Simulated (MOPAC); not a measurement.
MOPAC input (AM1):

```
AM1 1SCF CHARGE=1 GEO-OK AUX(PRECISION=9) THREADS=1
C3H7O2

C    -1.86965100 1    0.20288200 1    0.10853500 1
C    -0.43259100 1   -0.09073500 1   -0.07292900 1
O     0.00113500 1   -1.08714100 1   -0.77414900 1
O     0.42290200 1    0.65748000 1    0.47633100 1
C     1.87560400 1    0.41309800 1    0.33022900 1
H    -2.33266400 1    0.36803700 1   -0.86836600 1
H    -2.00015800 1    1.08216900 1    0.73218100 1
H    -2.36035100 1   -0.65762300 1    0.57193300 1
H     2.13130100 1    0.47587400 1   -0.72366900 1
H     2.33196600 1    1.20875100 1    0.90559800 1
H     2.10315700 1   -0.56670400 1    0.74038700 1
H    -0.70572100 1   -1.62469500 1   -1.17053800 1
```

Output:

```
 *******************************************************************************
 **                                                                           **
 **                              MOPAC v23.2.5                                **
 **                                                                           **
 *******************************************************************************
 ** MOPAC's Digital Object Identifier: https://doi.org/10.5281/zenodo.6511958 **
 **                                                                           **
 ** Please cite the open-source release paper for use of this MOPAC version:  **
 ** J. E. Moussa and J. J. P. Stewart (2026)                                  **
 ** MOPAC: An open-source semiempirical molecular orbital program             **
 ** J. Open Source Softw., 11(119), 8025, https://doi.org/10.21105/joss.08025 **
 *******************************************************************************

                              AM1 CALCULATION RESULTS

 *******************************************************************************
 *  AM1        - The AM1 Hamiltonian to be used
 *  GEO-OK     - OVERRIDE INTERATOMIC DISTANCE AND OTHER SAFETY CHECKS
 *
 *
 *
 *                 CHARGE ON SYSTEM = +1
 *
 *
 *
 *  1SCF       - DO 1 SCF AND THEN STOP
 *  AUX        - OUTPUT AUXILIARY INFORMATION
 *******************************************************************************
AM1 1SCF CHARGE=1 GEO-OK AUX(PRECISION=9) THREADS=1
 C3H7O2

   ATOM   CHEMICAL          X               Y               Z
  NUMBER   SYMBOL      (ANGSTROMS)     (ANGSTROMS)     (ANGSTROMS)

     1       C         -1.86965100  *   0.20288200  *   0.10853500  *
     2       C         -0.43259100  *  -0.09073500  *  -0.07292900  *
     3       O          0.00113500  *  -1.08714100  *  -0.77414900  *
     4       O          0.42290200  *   0.65748000  *   0.47633100  *
     5       C          1.87560400  *   0.41309800  *   0.33022900  *
     6       H         -2.33266400  *   0.36803700  *  -0.86836600  *
     7       H         -2.00015800  *   1.08216900  *   0.73218100  *
     8       H         -2.36035100  *  -0.65762300  *   0.57193300  *
     9       H          2.13130100  *   0.47587400  *  -0.72366900  *
    10       H          2.33196600  *   1.20875100  *   0.90559800  *
    11       H          2.10315700  *  -0.56670400  *   0.74038700  *
    12       H         -0.70572100  *  -1.62469500  *  -1.17053800  *

          CARTESIAN COORDINATES

    NO.       ATOM           X           Y           Z

     1         C         -1.8697      0.2029      0.1085
     2         C         -0.4326     -0.0907     -0.0729
     3         O          0.0011     -1.0871     -0.7741
     4         O          0.4229      0.6575      0.4763
     5         C          1.8756      0.4131      0.3302
     6         H         -2.3327      0.3680     -0.8684
     7         H         -2.0002      1.0822      0.7322
     8         H         -2.3604     -0.6576      0.5719
     9         H          2.1313      0.4759     -0.7237
    10         H          2.3320      1.2088      0.9056
    11         H          2.1032     -0.5667      0.7404
    12         H         -0.7057     -1.6247     -1.1705

  H: (AM1): M.J.S. DEWAR ET AL, J. AM. CHEM. SOC. 107 3902-3909 (1985)
  C: (AM1): M.J.S. DEWAR ET AL, J. AM. CHEM. SOC. 107 3902-3909 (1985)
  O: (AM1): M.J.S. DEWAR ET AL, J. AM. CHEM. SOC. 107 3902-3909 (1985)

           Empirical Formula: C3 H7 O2  =    12 atoms

      MOLECULAR POINT GROUP   :   Cs

      RHF CALCULATION, NO. OF DOUBLY OCCUPIED LEVELS = 15

 -------------------------------------------------------------------------------
 AM1 1SCF CHARGE=1 GEO-OK AUX(PRECISION=9) THREADS=1
 C3H7O2

     1SCF WAS SPECIFIED, SO BFGS WAS NOT USED
     SCF FIELD WAS ACHIEVED

                              AM1 CALCULATION
                                                       MOPAC v23.2.5 Linux

          FINAL HEAT OF FORMATION =         83.30698 KCAL/MOL =     348.55642 KJ/MOL

          COSMO AREA              =        114.65 SQUARE ANGSTROMS
          COSMO VOLUME            =         98.28 CUBIC ANGSTROMS

          IONIZATION POTENTIAL    =         17.923650 EV
          HOMO LUMO ENERGIES (EV) =        -17.924 -5.840
          NO. OF FILLED LEVELS    =         15
          MOLECULAR WEIGHT        =         75.0871         POINT GROUP:  Cs

          MOLECULAR DIMENSIONS (Angstroms)

            Atom       Atom       Distance
            H    10    H     8     5.06088
            H    12    H     7     3.55207
            H    11    H     6     2.49299

          SCF CALCULATIONS        =          1

   ATOM   CHEMICAL          X               Y               Z
  NUMBER   SYMBOL      (ANGSTROMS)     (ANGSTROMS)     (ANGSTROMS)

     1       C         -1.86965100  *   0.20288200  *   0.10853500  *
     2       C         -0.43259100  *  -0.09073500  *  -0.07292900  *
     3       O          0.00113500  *  -1.08714100  *  -0.77414900  *
     4       O          0.42290200  *   0.65748000  *   0.47633100  *
     5       C          1.87560400  *   0.41309800  *   0.33022900  *
     6       H         -2.33266400  *   0.36803700  *  -0.86836600  *
     7       H         -2.00015800  *   1.08216900  *   0.73218100  *
     8       H         -2.36035100  *  -0.65762300  *   0.57193300  *
     9       H          2.13130100  *   0.47587400  *  -0.72366900  *
    10       H          2.33196600  *   1.20875100  *   0.90559800  *
    11       H          2.10315700  *  -0.56670400  *   0.74038700  *
    12       H         -0.70572100  *  -1.62469500  *  -1.17053800  *

                             CARTESIAN COORDINATES

   1    C       -1.869651000     0.202882000     0.108535000
   2    C       -0.432591000    -0.090735000    -0.072929000
   3    O        0.001135000    -1.087141000    -0.774149000
   4    O        0.422902000     0.657480000     0.476331000
   5    C        1.875604000     0.413098000     0.330229000
   6    H       -2.332664000     0.368037000    -0.868366000
   7    H       -2.000158000     1.082169000     0.732181000
   8    H       -2.360351000    -0.657623000     0.571933000
   9    H        2.131301000     0.475874000    -0.723669000
  10    H        2.331966000     1.208751000     0.905598000
  11    H        2.103157000    -0.566704000     0.740387000
  12    H       -0.705721000    -1.624695000    -1.170538000

           Empirical Formula: C3 H7 O2  =    12 atoms

      MOLECULAR POINT GROUP   :   Cs

                  EIGENVALUES
 -48.74856 -45.03477 -38.03661 -33.90243 -29.90841 -25.67447 -24.42820 -24.07181
 -21.82057 -20.47850 -19.59249 -19.27637 -19.15403 -18.41196 -17.92365  -5.83969
  -4.49866  -3.59330  -2.66961  -1.23842  -1.23490  -0.82738  -0.69425  -0.47621
  -0.27643  -0.07075   0.10800

              NET ATOMIC CHARGES AND DIPOLE CONTRIBUTIONS

  ATOM NO.   TYPE          CHARGE      No. of ELECS.   s-Pop       p-Pop
    1          C          -0.259626        4.2596     1.22111     3.03852
    2          C           0.380985        3.6190     1.25160     2.36742
    3          O          -0.213053        6.2131     1.83712     4.37593
    4          O          -0.112292        6.1123     1.85028     4.26201
    5          C          -0.052687        4.0527     1.25733     2.79535
    6          H           0.164888        0.8351     0.83511
    7          H           0.173543        0.8265     0.82646
    8          H           0.164888        0.8351     0.83511
    9          H           0.130560        0.8694     0.86944
   10          H           0.165202        0.8348     0.83480
   11          H           0.130560        0.8694     0.86944
   12          H           0.327032        0.6730     0.67297
 DIPOLE           X         Y         Z       TOTAL
 POINT-CHG.    -1.203    -0.725    -0.540     1.505
 HYBRID        -0.287    -0.481    -0.348     0.659
 SUM           -1.490    -1.206    -0.888     2.113

          ATOMIC ORBITAL ELECTRON POPULATIONS

     Atom    s        px        py        pz
    1  C   1.22111   0.82562   1.11004   1.10286
    2  C   1.25160   0.93410   0.74443   0.68889
    3  O   1.83712   1.45002   1.36647   1.55944
    4  O   1.85028   1.25339   1.45393   1.55469
    5  C   1.25733   0.64635   1.07682   1.07218
    6  H   0.83511
    7  H   0.82646
    8  H   0.83511
    9  H   0.86944
   10  H   0.83480
   11  H   0.86944
   12  H   0.67297

 **********************
 *                    *
 * JOB ENDED NORMALLY *
 *                    *
 **********************

 == MOPAC DONE ==
```

The dipole moment of an ion depends on the origin.

The geometry given is a B3LYP-D3(BJ)/def2-TZVP minimum.
